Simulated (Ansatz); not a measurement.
Cost and result for the atomization energy of `C=[N][Ga]([OH])[Cl]` (8 atoms, 7 bonds).

The species carries charge 0 and has multiplicity 1. Correlated methods include outer-core shells of Ga, which these sets cover unevenly. Scalar relativity is left out up to krypton. The structure was optimised at the PBE0-D4/def2-TZVP level. It is one conformer, not always the lowest. Program: Ansatz. All runs use 4 threads of an AMD EPYC 9R45 on a shared host. Times are those of one run each, without the atoms' runs, and a repeat can differ threefold. Electronic energies, without spin–orbit coupling; frozen cores. CCSD(T)/CBS adds CCSD(T) − MP2 in def2-TZVPP to the MP2 limit, and its time is that of the two runs behind it. T1 = 0.014. With those shells the extrapolation isn't a true limit. B3LYP takes the VWN-RPA correlation (the form of Gaussian; ORCA's B3LYP/G). HSE06 is the plane-wave form, built on full-range PBE exchange.

CCSD(T)/CBS is a level of theory with its own doubt, some kJ/mol a heavy atom from the limit and from the frozen cores, so smaller differences don't rank the functionals.

| level | functions | atomization (kJ/mol) | difference from CCSD(T)/CBS | per bond |
| --- | --- | --- | --- | --- |
| CCSD(T)/def2-TZVPP | 225 | 2786.2 | -83.0 | -11.9 |
| r2SCANh-D4/def2-TZVPP | 225 | 2833.4 | -35.8 | -5.1 |
| PBE0-D4/def2-TZVPP | 225 | 2853.5 | -15.7 | -2.2 |
| PBE-D4/def2-TZVPP (with forces) | 225 | 2943.3 | 74.1 | 10.6 |
| CCSD(T)/def2-SVP | 107 | 2672.6 | -196.6 | -28.1 |
| CCSD(T)/CBS(def2) | – | 2869.2 | 0.0 | 0.0 |
| BHLYP-D4/def2-TZVPP | 225 | 2717.8 | -151.4 | -21.6 |
| MP2/def2-QZVPP | 420 | 2930.4 | 61.2 | 8.7 |
| revPBE-D4/def2-TZVPP | 225 | 2849.6 | -19.6 | -2.8 |
| B3LYP-D4/def2-TZVPP (with forces) | 225 | 2839.3 | -29.9 | -4.3 |
| ωB97M-V/def2-TZVPP (with forces) | 225 | 2861.2 | -8.0 | -1.1 |
| HSE06-D4/def2-TZVPP | 225 | 2856.7 | -12.5 | -1.8 |
| BLYP-D4/def2-TZVPP | 225 | 2861.9 | -7.3 | -1.0 |

**Question.** Order the runs by time, with rough figures. (Estimate.)

**Answer.** The calculation gave: revPBE-D4/def2-TZVPP 0.8 s; BLYP-D4/def2-TZVPP 0.8 s; PBE-D4/def2-TZVPP (with forces) 0.95 s; PBE0-D4/def2-TZVPP 1.2 s; BHLYP-D4/def2-TZVPP 1.2 s; HSE06-D4/def2-TZVPP 1.4 s; B3LYP-D4/def2-TZVPP (with forces) 1.8 s; r2SCANh-D4/def2-TZVPP 1.8 s; CCSD(T)/def2-SVP 2.5 s; ωB97M-V/def2-TZVPP (with forces) 3.8 s; MP2/def2-QZVPP 7.5 s; CCSD(T)/def2-TZVPP 43 s; CCSD(T)/CBS(def2) 50 s.

From PBE to PBE0 (25 % exact exchange), in def2-TZVPP and without D4, the atomization energy moves by −87.1 kJ/mol: exact exchange takes away binding that semilocal exchange gives to molecules. In def2-TZVPP, CCSD(T) changes the Hartree–Fock value by +868.3 kJ/mol (the triples alone add +64.7 kJ/mol) and MP2 by +963.2 kJ/mol; breaking electron pairs costs correlation energy, which Hartree–Fock lacks. At CCSD(T), def2-SVP lies −196.6 kJ/mol from the extrapolated value and def2-TZVPP −83.0 kJ/mol: correlation converges slowly with the basis, and small sets miss more of it in the bonded molecule than in its fragments.
